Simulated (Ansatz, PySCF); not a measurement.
Reaction (SMILES): CCO [ethanol] + 2 [H][H] (H2) -> 2 C (CH4) + O (H2O)
Each molecule is optimised on its own at B3LYP-D3(BJ)/def2-TZVP (Ansatz, an electronic-structure program), one conformer each, not searched for the lowest.
Geometry of the first species:
```
C
H 1 1.0973
H 1 1.0973 2 107.69
O 1 1.4270 2 110.49 3 -120.76
H 4 0.9624 1 108.87 2 59.54
C 1 1.5131 2 110.09 3 120.04
H 6 1.0909 1 110.47 2 60.81
H 6 1.0909 7 108.30 1 -121.11
H 6 1.0917 7 108.54 8 -117.66
```
Charge 0, spin multiplicity 1.

Wanted: energy of full hydrogenation (enthalpy at 298 K, with B3LYP-D3(BJ) rigid-rotor harmonic-oscillator terms from PySCF), in eV. Valence correlation only, unless marked. Spin-orbit coupling is left out. No relativistic terms. CBS(X,Y): correlation extrapolated as X^-3; Hartree-Fock from the larger set. The bracket is a focal-point correction in the basis named.

RI-MP2/CBS(aug-cc-pVTZ,aug-cc-pVQZ)+[CCSD(T)-MP2]/aug-cc-pVTZ (Ansatz) gives -1.61 eV.

Another calculation gave -1.49 eV. Which level was it?
(A) M06-L/def2-TZVPD (PySCF)
(B) B3LYP/def2-TZVPD (Ansatz)
(C) TPSSh/def2-TZVPD (PySCF)

C, TPSSh/def2-TZVPD (PySCF). The others give -1.66 (B3LYP), -1.81 (M06-L) eV.
